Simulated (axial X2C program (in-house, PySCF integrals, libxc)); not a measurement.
## HfF: the levels of the configuration d2 s1 p(π)0

Calculated with an in-house all-electron X2C program for linear molecules (integrals from PySCF): two-component X2C with atomic mean-field Coulomb and Gaunt terms, basis Hf dyall-v3z, F dyall-av3z (cores contracted in-house). Orbitals come from Hartree–Fock averaged over the configuration Hf d2 s1 p(π)0; CI then distributes these electrons over the d, s, p(π) shells of Hf.

R = 1.960 Å (near the minimum of the configuration average).

Active spinors (ω > 0):

| shell | ω | ε (eV) | character |
| --- | --- | --- | --- |
| d | 3/2 | 0.81 | 99% Hf d |
| d | 5/2 | 1.00 | 99% Hf d |
| d | 1/2 | 1.13 | 68% Hf d, 27% Hf p |
| d | 3/2 | 1.48 | 80% Hf d, 14% Hf p |
| d | 1/2 | 1.51 | 70% Hf d, 24% Hf p |
| s | 1/2 | -3.71 | 73% Hf s, 9% Hf p, 7% Hf d |
| p(π) | 1/2 | 2.97 | 91% Hf p, 4% F p |
| p(π) | 3/2 | 3.13 | 90% Hf p, 6% F p, 4% Hf f |

Lowest levels of this model:

```
  Ω  energy (cm⁻¹)     g∥  μ (D)          configuration
3/2              0   2.06  -1.97   87% d1 s2 + 8% d2 s1
5/2           2424   6.00  -1.99   85% d1 s2 + 9% d2 s1
1/2           4084   0.16  -1.79  72% d1 s2 + 22% d2 s1
3/2           6020   3.89  -1.88  69% d1 s2 + 26% d2 s1
3/2           6545   0.21  -2.29              98% d2 s1
5/2           7678   4.24  -2.23              99% d2 s1
1/2           7960   1.89  -2.37  80% d2 s1 + 17% d1 s2
3/2           8910   5.42  -2.95              98% d2 s1
7/2           9026   8.14  -2.30             100% d2 s1
1/2           9486   0.55  -1.30  71% d2 s1 + 26% d1 s2
1/2          10237   0.72  -1.73  77% d2 s1 + 21% d1 s2
9/2          10519  11.98  -2.48             100% d2 s1
5/2          10527   7.39  -1.84             100% d2 s1
5/2          13209   6.36  -1.23             100% d2 s1
7/2          13285   9.82  -0.88             100% d2 s1
7/2          18720   6.03  -3.02      93% d2 s1 + 7% d3
9/2          18723  10.03  -3.03      93% d2 s1 + 7% d3
7/2          23478   8.02  -1.64      92% d2 s1 + 7% d3
```

g∥ is the magnitude of 2⟨Lz + ge Sz⟩ for the +Ω component. μ is positive if the F end is positive.

Problem. From Ω and g∥ of the lowest level, whose 2⟨Lz + ge Sz⟩ is positive, find ⟨Sz⟩ and ⟨Lz⟩ (ge = 2.0023).

Solution. Ω = ⟨Lz⟩ + ⟨Sz⟩ = 3/2 and ⟨Lz⟩ + ge⟨Sz⟩ = 1.030, so ⟨Sz⟩ = -0.47 and ⟨Lz⟩ = 1.97.

Occupations of the active spinors in the lowest level by ω, shell by shell in order of energy: -5/2: 0.01; -3/2: 0.00 0.01 0.00; -1/2: 0.05 0.02 0.93 0.00; 1/2: 0.06 0.03 0.88 0.00; 3/2: 0.94 0.04 0.00; 5/2: 0.03. The leading determinant has weight 0.86 among 82.

This point took 1.4 s on 1 thread of Arm Neoverse V2, on a shared host.

There is no dynamic correlation: spin–orbit spacings and, for f shells, spacings inside one term are the most reliable numbers, splittings between terms come out too wide, and energies between configurations are not reliable, so the lowest level need not be the ground state of the molecule. The lowest levels belong to d1 s2, not to the averaged configuration, so orbitals and distance suit them less well. For d shells the ligand-field splittings (σ, π, δ) and their order can be off by a thousand cm⁻¹ or more. At most 4 roots were kept for each Ω > 0 (twice that for Ω = 0) within 3.2 eV of the lowest, so higher up levels can be missing between those listed; levels with Ω > 0 are doubly degenerate and listed once, Ω = 0 levels singly. Some active spinors are only partly of the character that their shell is named for, so the shell names and counts are nominal. States that fill the shells left empty in the average are placed too high.
